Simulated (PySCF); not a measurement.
C4H7F3Si.
SMILES with atom numbers: `[CH3:1][C@@H:2]1[CH2:3][Si@@H:4]1[C:5]([F:6])([F:7])[F:8]` (hydrogens: H9, H10, H11 on C1; H12 on C2; H13, H14 on C3; H15 on Si4)

Computed with PBE0-D3(BJ)/def2-SVP geometry optimisation, gas phase (PySCF).

**Question.** Give the optimised bond lengths and angles.

**Answer.** 
| bond | length (Å) |
| --- | --- |
| C1–C2 | 1.511 |
| C2–C3 | 1.543 |
| C3–Si4 | 1.852 |
| Si4–C5 | 1.926 |
| C5–F6, C5–F7, C5–F8 | 1.342 |
| C2–Si4 | 1.861 |
| C1–H9, C1–H10, C1–H11 | 1.101 |
| C2–H12 | 1.099 |
| C3–H13 | 1.097 |
| C3–H14 | 1.095 |
| Si4–H15 | 1.481 |

Bonds in one row agree within 0.01 Å and their mean is given. A selection of angles:
| angle | degrees |
| --- | --- |
| C1–C2–C3 | 119.3 |
| C1–C2–Si4 | 124.7 |
| C3–C2–Si4 | 65.2 |
| C2–C3–Si4 | 65.7 |
| C3–Si4–C5 | 115.4 |
| C2–Si4–C3 | 49.1 |
| C2–Si4–C5 | 117.1 |
| Si4–C5–F6 | 111.2 |
| F6–C5–F7 | 107.1 |

Torsions: C1–C2–C3–Si4 -117° (anticlinal); C2–C3–Si4–C5 105° (anticlinal); C3–Si4–C5–F6 -20° (synperiplanar); C1–C2–Si4–C3 110° (anticlinal).

The C–Si distances run from 1.852 Å (C3–Si4, drawn single) to 1.926 Å (Si4–C5, drawn single), a spread of 0.074 Å. Si4 (SiH silicon) has angles from 49.1° to 124.4°. Of the pairs four or more bonds apart, F6···H9 is among the closest relative to their van der Waals radii: 2.52 Å, 94 % of the sum of Bondi's values. All 3 C–F bonds measure 1.341 to 1.343 Å. The 2 C–C bonds span 1.511 Å (C1–C2, drawn single) to 1.543 Å (C2–C3, drawn single), a spread of 0.032 Å. The 3-membered ring C2–C3–Si4 has internal angles of 49.1° to 65.7°.

Point group: C1 (no symmetry element, even within 0.4 Å). No frequency check.
